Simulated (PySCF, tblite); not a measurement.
C5H8NPS.
InChI=1S/C5H8NPS/c1-6(2)5-3-7-4-8-5/h3-4H,1-2H3

The calculation used B3LYP/def2-SVPD in PySCF (dipole) on a GFN2-xTB geometry, gas phase.

Masses are those of the commonest isotopes; rigid-rotor values at the optimised geometry. 

Question: Give the principal moments of inertia and the rotational constants in MHz.

Answer: Ia = 179.01, Ib = 450.37, Ic = 621.39 u·Å²; 505379 MHz·u·Å²/I gives A = 2823, B = 1122, C = 813.3 MHz.

Question: What kind of rotor is it?

Answer: An asymmetric top: κ = (2 × 1122 − 2823 − 813.3)/(2823 − 813.3) = -0.69.

Question: What does the inertial defect say?

Answer: Not planar: Δ = Ic − Ia − Ib = -7.99 u·Å². For a rigid frame Δ = −2 Σ m c², so Σ m c² = 4.00 u·Å² lies off the ab plane: 3.25 from hydrogen and 0.74 from heavier atoms. The atom farthest from that plane is 1.18 Å away.

Question: Give the coordinates in the principal-axis frame, origin at the centre of mass.

Answer: The sense of each axis is arbitrary; atoms in the order of the calculation.
| atom | mass (u) | a (Å) | b (Å) | c (Å) |
| --- | --- | --- | --- | --- |
| C1 | 12.000 | -2.589 | 0.937 | 0.114 |
| N2 | 14.003 | -1.806 | -0.239 | -0.178 |
| C3 | 12.000 | -2.434 | -1.518 | 0.057 |
| C4 | 12.000 | -0.443 | -0.161 | -0.063 |
| C5 | 12.000 | 0.436 | -1.206 | -0.022 |
| P6 | 30.974 | 2.157 | -0.845 | 0.030 |
| C7 | 12.000 | 1.912 | 0.835 | 0.028 |
| S8 | 31.972 | 0.295 | 1.418 | -0.021 |
| H9 | 1.008 | -2.200 | 1.783 | -0.456 |
| H10 | 1.008 | -3.620 | 0.764 | -0.190 |
| H11 | 1.008 | -2.572 | 1.198 | 1.179 |
| H12 | 1.008 | -2.026 | -2.258 | -0.631 |
| H13 | 1.008 | -2.287 | -1.873 | 1.084 |
| H14 | 1.008 | -3.501 | -1.426 | -0.133 |
| H15 | 1.008 | 0.109 | -2.231 | -0.030 |
| H16 | 1.008 | 2.684 | 1.582 | 0.050 |

Question: Which lines would a microwave search look for?

Answer: The dipole components are |μa| = 3.41 D, |μb| = 0.23 D, |μc| = 0.20 D. Intensities carry the squares of the components, which stand as 1.00 : 0.00 : 0.00 (a : b : c). Some lines, for components of 0.1 D or more:

| type | branch | J(Ka,Kc) | MHz | lower level (cm⁻¹) |
| --- | --- | --- | --- | --- |
| a | Q | 1(1,0) ← 1(1,1) | 309 | 0.121 |
| c | Q | 5(1,5) ← 5(0,5) | 485 | 0.929 |
| a | Q | 2(1,1) ← 2(1,2) | 926 | 0.240 |
| b | R | 5(2,3) ← 4(3,2) | 1368 | 1.206 |
| c | Q | 1(1,1) ← 1(0,1) | 1701 | 0.065 |
| b | Q | 3(1,2) ← 3(0,3) | 2944 | 0.381 |
| b | R | 4(1,3) ← 3(2,2) | 3608 | 0.635 |
| a | R | 3(2,1) ← 2(2,0) | 5956 | 0.443 |
| b | R | 5(1,4) ← 4(2,3) | 6144 | 0.892 |
| b | R | 3(1,3) ← 2(0,2) | 6751 | 0.192 |
| a | R | 4(3,2) ← 3(3,1) | 7810 | 0.945 |
| c | R | 4(1,3) ← 3(0,3) | 11217 | 0.381 |
| b | Q | 5(4,1) ← 5(3,2) | 12829 | 1.535 |
| b | Q | 5(4,2) ← 5(3,3) | 12909 | 1.532 |
| c | R | 5(2,4) ← 4(1,4) | 16764 | 0.653 |
| c | R | 5(3,3) ← 4(2,3) | 19179 | 0.892 |

Its GFN2-xTB frequencies are all real (lowest 52 cm⁻¹). Zero-point vibration and centrifugal distortion are left out. A rigid rotor knows nothing of internal rotation, which can split or shift real lines. Quadrupole hyperfine structure (14N) is left out.

The run took 32 s of wall time on an Intel Xeon 6975P-C with one thread, no GPU (shared host), and the process peaked at 0.91 GiB of memory. This is the B3LYP/def2-SVPD job that gave the dipole, with the excitations it also computed.

The values belong to the conformer `[CH3:1][N:2]([CH3:3])[c:4]1[cH:5][p:6][cH:7][s:8]1`: C1–N2–C4–C5 165°.
